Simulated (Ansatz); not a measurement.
Reaction (isomerisation): `C[SiH](O)C=O` → `CO[Si]OC`

Gas-phase electronic energies from Ansatz, PBE0-D4/def2-TZVP geometries. CBS: MP2 limit from def2 TZ/QZ plus the TZ coupled-cluster correction, frozen cores. DFT in def2-TZVPP. B3LYP here is the variant with VWN-RPA as its local correlation; programs differ in this. One conformer a species, not always the lowest.

| level | ΔE (kcal/mol) | difference from CCSD(T)/CBS |
| --- | --- | --- |
| PBE-D4 | 4.3 | -0.7 |
| revPBE-D4 | 5.2 | 0.2 |
| BLYP-D4 | 1.7 | -3.3 |
| PBE0-D4 | 4.6 | -0.4 |
| B3LYP-D4 | 2.0 | -3.0 |
| CAM-B3LYP-D4 | 1.6 | -3.4 |
| PBE-QIDH | 5.8 | 0.8 |
| BLYP | 2.3 | -2.7 |
| r2SCANh | 6.6 | 1.6 |
| CAM-B3LYP | 1.8 | -3.2 |
| LC-ωPBE | 7.0 | 2.0 |
| RPA@PBE/def2-TZVPP | 2.9 | -2.1 |
| HF/def2-SVP | 3.5 | -1.5 |
| MP2/def2-SVP | 6.5 | 1.5 |
| CCSD/def2-TZVPP | 4.1 | -0.9 |
| MP2/def2-QZVPP | 6.1 | 1.1 |
| CCSD(T)/CBS | 5.0 | 0 |

Largest T1 diagnostic among the species: 0.014.

Leaving LDA and LC-ωPBE aside and taking each functional with its dispersion term where it has one, the values, not all of them listed here, spread over 5.3 kcal/mol, from CAM-B3LYP-D4 to r2SCAN-D4. LDA lies −4.3 kcal/mol from PBE without D4. From r2SCAN to r2SCAN0 (25 % exact exchange), in def2-TZVPP and without D4, ΔE moves by −0.9 kcal/mol.
